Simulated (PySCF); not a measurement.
B(Me)(OMe)(SH), SMILES COB(C)S (PBE0/def2-SVP optimised geometry):

```
12

B      0.265     0.012     0.000
C      1.837     0.012     0.000
H      2.233     1.038     0.006
H      2.235    -0.508    -0.887
H      2.235    -0.519     0.880
O     -0.393     1.194     0.000
C     -1.793     1.309     0.000
H     -2.235     0.834     0.892
H     -2.052     2.376     0.003
H     -2.234     0.840    -0.896
S     -0.725    -1.533     0.000
H      0.327    -2.376     0.000
```

Method: PySCF with PBE0/def2-TZVP.

Problem. What are the frontier orbital energies and the dipole moment?

Solution. HOMO-2 -9.14 eV, HOMO-1 -8.34 eV, HOMO -7.58 eV, LUMO 0.40 eV, LUMO+1 0.51 eV; dipole moment 0.07 D.

On the same geometry PySCF 2.14.0 with PBE/def2-TZVP gives HOMO-2 -7.65 eV, HOMO-1 -6.97 eV, HOMO -6.35 eV, LUMO -0.59 eV, LUMO+1 -0.38 eV; dipole moment 0.13 D.

Meta-Löwdin charges at PBE0/def2-TZVP: B1 0.23, C2 -0.47, H3 0.13, H4 0.13, H5 0.13, O6 -0.35, C7 -0.13, H8 0.11, H9 0.13, H10 0.11, S11 -0.14, H12 0.11.
